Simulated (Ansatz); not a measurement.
`[CH3][GeH]([F])[InH2]` → `[CH2]` (triplet) + `[F][GeH2][InH2]`  (formal loss of a carbene)

Program: Ansatz. Geometries: PBE0-D4/def2-TZVP. ΔE: electronic, gas phase. CCSD(T)/CBS is the MP2 limit (def2-TZVPP, def2-QZVPP) plus CCSD(T) − MP2 in def2-TZVPP, frozen cores. This one scheme is used for every species. Triplets are unrestricted, without spin–orbit coupling. Elements past krypton have def2 core potentials. For Ge, In outer-core shells are correlated without core-valence functions, which leaves a few kJ/mol of doubt a bond. Scalar relativity is left out up to krypton.

```json
{"species": "`[CH3][GeH]([F])[InH2]`", "MP2/def2-TZVPP energy (Eh)": "-2406.44552"}
{"species": "`[CH2]` (triplet)", "MP2/def2-TZVPP energy (Eh)": "-39.05595"}
{"species": "`[F][GeH2][InH2]`", "MP2/def2-TZVPP energy (Eh)": "-2367.20731"}
```

(1) Work out ΔE.

Largest T1 diagnostic among the species: 0.013.

Answers

(1) ΔE = (-39.05595) + (-2367.20731) − (-2406.44552) = 0.18226 Eh = +114.4 kcal/mol. CCSD(T)/CBS gives +113.4 kcal/mol.

From PBE to PBE0 (25 % exact exchange), in def2-TZVPP and without D4, ΔE moves by −1.9 kcal/mol. The D4 term adds +2.4 kcal/mol with B3LYP and +1.3 kcal/mol with PBE0; it sums over pairs of atoms, weighted by their polarisabilities, and B3LYP, whose exchange is more repulsive, gets the larger term. Leaving LDA and LC-ωPBE aside and taking each functional with its dispersion term where it has one, the values, not all of them listed here, spread over 8.5 kcal/mol, from r2SCAN0-D4 to ωB97X-V. LDA lies +16.2 kcal/mol from PBE without D4.

B3LYP here is the variant with VWN-RPA as its local correlation; programs differ in this.
